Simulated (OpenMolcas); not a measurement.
# neutral bismuth: effect of the active space

* Program: OpenMolcas 26.06
* Method: SS-CASPT2 or its RAS form, IPEA 0.25 Eh, imaginary shift 0.1 Eh
* Basis: ANO-RCC-VTZP
* Scalar Hamiltonian: DKH2, point nucleus
* Spin-orbit coupling: RASSI with atomic mean-field integrals over the reference wave functions, term energies averaged over their components

A. 3 electrons in 3 orbitals (6p); 2S+1 = 4 odd, 1 root; 2S+1 = 2 odd, 8 roots; closed shells correlated: 5d 6s; CASPT2 step of the order of 2.4 core-seconds
B. 5 electrons in 8 orbitals (6s 6p 7s 7p); 2S+1 = 4 odd, 1 root; 2S+1 = 2 odd, 8 roots; closed shells correlated: 5d; CASPT2 step about 4 core-seconds
C. 5 electrons in 9 orbitals (RAS2 6s 6p; RAS3 6d, at most 2 electrons); 2S+1 = 4 odd, 1 root; 2S+1 = 2 odd, 8 roots; closed shells correlated: 5d; CASPT2 step of the order of 5 core-seconds

Energies in cm⁻¹ above 6s² 6p³ ⁴S°_3/2, the measured ground level; measured values from NIST Handbook of Basic Atomic Spectroscopic Data.

| Level | A | B | C | Measured |
| --- | --- | --- | --- | --- |
| 6s² 6p³ ⁴S°_3/2 [69 %] | 0.0 | 0.0 | 0.0 | 0.0 |
| 6s² 6p³ ²D°_3/2 [66 %] | 10770 | 10460 | 10670 | 11419 |
| 6s² 6p³ ²D°_5/2 | 14700 | 14670 | 14580 | 15438 |
| 6s² 6p³ ²P°_1/2 | 21700 | 21840 | 21550 | 21661 |
| 6s² 6p³ ²P°_3/2 [67 %] | 30410 | 30220 | 30130 | 33165 |

Deviations, from unrounded energies. A percentage is the sum of absolute deviations over the sum of measured energies, with the sign that they share, or ± where signs differ.

```csv
Against measurement,Levels,A,B,C
mean absolute deviation (cm-1),4,1000,1200,1200
other terms of the ground configuration (%),4,±5.1,±5.9,-5.8
```

A lies closest to measurement on these levels and B furthest from it. The largest miss of A in the table is 6s² 6p³ ²P°_3/2 [67 %], by -2800 cm-1. The ranking rests on the paired levels alone, and a cruder setting can come out closer through cancelling errors.

Among A to C the level of the table that moves most is 6s² 6p³ ²D°_3/2 [66 %], by 310 cm-1 (lowest in B, highest in A). Moves below CASPT2's spread within the term are not significant.

CASPT2 does not keep the components of a term degenerate, so their means are used; among the terms shown or strongly mixed into the levels shown the widest spread is 240 cm-1 (6s² 6p³ ²D°, A). Spin-orbit splittings of 6p shells tend to come out small when the coupling is added on scalar orbitals. With the s shell closed, the reference lacks s² → p² mixing (holds for A). Active for correlation alone: 7p 7s; no level in the range computed is led by a configuration that fills them, so any true level of that kind is missing (holds for B). Active for correlation alone: 6d; no level in the range computed is led by a configuration that fills it, so any true level of that kind is missing (holds for C). Computed and measured levels are paired by configuration, term and J; levels that our copy of the source lacks, or whose pairing is in doubt (as where it misses far off the trend of its configuration), stay unpaired and out of the deviations. Only configurations of the active space appear.

A share in square brackets marks a mixed level and gives the weight of the term that names it, the lowest over the columns. ° marks odd parity.
